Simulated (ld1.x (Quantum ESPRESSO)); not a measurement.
**An all-electron radial function and its pseudo partner (nitrogen)**

Columns: radius, all-electron u(r) and pseudo u(r) of the 2p shell (level -20.69 eV) of nitrogen in the configuration [He] 2s2 2p2; PBE, scalar-relativistic, TM scheme, ld1.x (Quantum ESPRESSO) 7.5.

| r (bohr) | all-electron | pseudo |
| --- | --- | --- |
| 0.078 | 0.0536 | 0.0220 |
| 0.155 | 0.1654 | 0.0845 |
| 0.232 | 0.2941 | 0.1808 |
| 0.310 | 0.4204 | 0.3022 |
| 0.388 | 0.5327 | 0.4345 |
| 0.465 | 0.6256 | 0.5626 |
| 0.542 | 0.7007 | 0.6765 |
| 0.620 | 0.7596 | 0.7689 |
| 0.698 | 0.8021 | 0.8340 |
| 0.775 | 0.8293 | 0.8716 |
| 0.852 | 0.8437 | 0.8863 |
| 0.930 | 0.8472 | 0.8830 |
| 1.008 | 0.8415 | 0.8672 |
| 1.085 | 0.8284 | 0.8444 |
| 1.162 | 0.8095 | 0.8178 |
| 1.240 | 0.7858 | 0.7891 |
| 1.318 | 0.7586 | 0.7595 |
| 1.395 | 0.7293 | 0.7295 |
| 1.472 | 0.6984 | 0.6984 |
| 1.550 | 0.6660 | 0.6660 |
| 1.628 | 0.6332 | 0.6332 |
| 1.705 | 0.6007 | 0.6007 |
| 1.782 | 0.5686 | 0.5686 |
| 1.860 | 0.5367 | 0.5367 |
| 1.938 | 0.5056 | 0.5056 |
| 2.015 | 0.4759 | 0.4759 |

Question: How many radial nodes do the two functions have?

Answer: The all-electron 2p function has n − l − 1 = 0; the pseudo-wave has 0.

Question: At about which radius was the pseudo-wave matched?

Answer: 1.55 bohr. The columns agree to 0.0005 from 1.40 bohr on; several derivatives are matched, so the curves merge somewhat inside the radius.

Question: Where does each function peak?

Answer: Outermost all-electron maximum near 0.93 bohr, pseudo maximum near 0.85 bohr (to the table’s step).

Question: Is the pseudo-wave norm-conserving?

Answer: Yes: the TM scheme keeps the norm inside the radius equal to the all-electron one, which fixes the energy derivative of the logarithmic derivative at the level.
